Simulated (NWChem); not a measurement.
# C₂H₅FTe; SMILES F[Te]CC

```xyz
9

Te     0.2297    -0.5989     0.0463
F     -1.7005    -0.3644    -0.1390
C      0.6044     1.4510    -0.4966
C     -0.1895     2.4266     0.3483
H      0.3683     1.5391    -1.5667
H      1.6947     1.5745    -0.3834
H      0.1158     2.3907     1.4045
H     -1.2632     2.1934     0.2983
H     -0.0468     3.4566    -0.0181
```
Atoms are numbered in this order, from 1.

Computed with NWChem. Geometry: optimised at PBE0/def2-SVP. def2 effective core potentials on Te; no spin-orbit coupling.

Q: Estimate the computed values for LC-wPBE (HJS exchange hole, range parameter 0.4 per bohr)/def2-SVP. Quantities: highest occupied level (eV); orbital gap (eV); dipole (D).

A: 
```yaml
highest occupied level (eV): -8.65
orbital gap (eV): 9.01
dipole (D): 2.80
```
